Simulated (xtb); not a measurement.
Cl$_{3}$Y, charge +1, doublet, from a rough starting geometry (GFN-xTB shapes and energies of metal compounds can be far from the true ones) (the multiplicity is a formal guess); GFN2-xTB (xtb 6.7.1).

xtb was given this input:
```
$ xtb mol.xyz --gfn 2 --chrg 1 --uhf 1 --opt vtight --json

# file mol.xyz
4

Y      0.00179954    -0.01595299     0.00258423
Cl     2.39870376    -0.39802304    -0.72945995
Cl    -0.89597664    -1.03565718     2.04184865
Cl    -1.47283200     1.42816000    -1.41004077
```

The log (banner, timings and long lists left out):

```
   ID    Z sym.   atoms
    1   39 Y      1
    2   17 Cl     2-4

           -------------------------------------------------
          |                Calculation Setup                |
           -------------------------------------------------

           -------------------------------------------------
          |                 G F N 2 - x T B                 |
           -------------------------------------------------

          ...................................................
          :                      SETUP                      :
          :.................................................:
          :  # basis functions                  40          :
          :  # atomic orbitals                  36          :
          :  # shells                           12          :
          :  # electrons                        23          :
          :  max. iterations                   250          :
          :  Hamiltonian                  GFN2-xTB          :
          :  restarted?                      false          :
          :  GBSA solvation                  false          :
          :  PC potential                    false          :
          :  electronic temp.          300.0000000     K    :
          :  accuracy                    1.0000000          :
          :  -> integral cutoff          0.2500000E+02      :
          :  -> integral neglect         0.1000000E-07      :
          :  -> SCF convergence          0.1000000E-05 Eh   :
          :  -> wf. convergence          0.1000000E-03 e    :
          :  Broyden damping             0.4000000          :
          :  net charge                          1          :
          :  unpaired electrons                  1          :
          ...................................................

 iter      E             dE          RMSdq      gap      omega  full diag
   1      7.6237023  0.762370E+01  0.578E+01    0.57       0.0  T
   2    -12.4756888 -0.200994E+02  0.302E+01   14.32       1.0  T
   3    -12.9548288 -0.479140E+00  0.232E+01   12.07       1.0  T
   4    -13.1340089 -0.179180E+00  0.218E+01   12.33       1.0  T
   5    -13.2197556 -0.857468E-01  0.211E+01   12.84       1.0  T
   6    -13.1714144  0.483413E-01  0.216E+01   12.81       1.0  T
   7    -13.1310894  0.403249E-01  0.222E+01   12.68       1.0  T
   8    -13.1069323  0.241571E-01  0.226E+01   12.62       1.0  T
   9    -13.1414575 -0.345252E-01  0.219E+01   12.45       1.0  T
[...]
 * total energy  :   -14.4830916 Eh     change       -0.2252722E-02 Eh
 * total energy  :   -14.4869089 Eh     change       -0.3817348E-02 Eh
 * total energy  :   -14.4917502 Eh     change       -0.4841265E-02 Eh
 * total energy  :   -14.4968734 Eh     change       -0.5123254E-02 Eh
 * total energy  :   -14.5068986 Eh     change       -0.1002516E-01 Eh
 * total energy  :   -14.5097107 Eh     change       -0.2812068E-02 Eh
 * total energy  :   -14.5095698 Eh     change        0.1408566E-03 Eh
 * total energy  :   -14.5098187 Eh     change       -0.2488927E-03 Eh
 * total energy  :   -14.5098108 Eh     change        0.7906321E-05 Eh
 * total energy  :   -14.5098296 Eh     change       -0.1877806E-04 Eh
 * total energy  :   -14.5098297 Eh     change       -0.1072962E-06 Eh
 * total energy  :   -14.5098297 Eh     change       -0.3386993E-07 Eh
   *** GEOMETRY OPTIMIZATION CONVERGED AFTER 17 ITERATIONS ***
         :: total energy             -14.509829723798 Eh    ::
[...]
       ...                                ...                  ...
        36                          0.5474392              14.8966
      -------------------------------------------------------------
                  HL-Gap            0.0473293 Eh            1.2879 eV
             Fermi-level           -0.6272225 Eh          -17.0676 eV

     #   Z          covCN         q      C6AA      α(0)
     1  39 Y        2.157     0.603   407.208    53.990
     2  17 Cl       0.722     0.132    95.032    14.911
     3  17 Cl       0.722     0.132    95.034    14.911
     4  17 Cl       0.722     0.132    95.031    14.911

 Mol. C6AA /au·bohr⁶  :       2357.767641
 Mol. C8AA /au·bohr⁸  :     211014.157154
 Mol. α(0) /au        :         98.722283

Wiberg/Mayer (AO) data.
largest (>0.10) Wiberg bond orders for each atom

 ---------------------------------------------------------------------------
     #   Z sym  total        # sym  WBO       # sym  WBO       # sym  WBO
 ---------------------------------------------------------------------------
     1  39 Y    2.679 --     3 Cl   0.893     2 Cl   0.893     4 Cl   0.893
     2  17 Cl   1.366 --     1 Y    0.893     4 Cl   0.237     3 Cl   0.236
     3  17 Cl   1.366 --     1 Y    0.893     4 Cl   0.237     2 Cl   0.236
     4  17 Cl   1.366 --     1 Y    0.893     2 Cl   0.237     3 Cl   0.237
 ---------------------------------------------------------------------------

Topologies differ in total number of bonds
Writing topology from bond orders to xtbtopo.mol

molecular dipole:
                 x           y           z       tot (Debye)
 q only:        0.335       0.812       0.461
   full:        0.578       1.436       0.845       4.483
molecular quadrupole (traceless):
                xx          xy          yy          xz          yz          zz
 q only:       -0.070       0.133       0.147       0.062       0.127      -0.077
  q+dip:       -1.128       1.324       1.635       0.781       1.947      -0.507
   full:       -0.782       0.949       1.167       0.554       1.356      -0.384

optimized geometry written to: xtbopt.xyz

           -------------------------------------------------
          | TOTAL ENERGY              -14.509829723798 Eh   |
          | GRADIENT NORM               0.000013989937 Eh/α |
          | HOMO-LUMO GAP               1.287895225549 eV   |
           -------------------------------------------------

normal termination of xtb
```
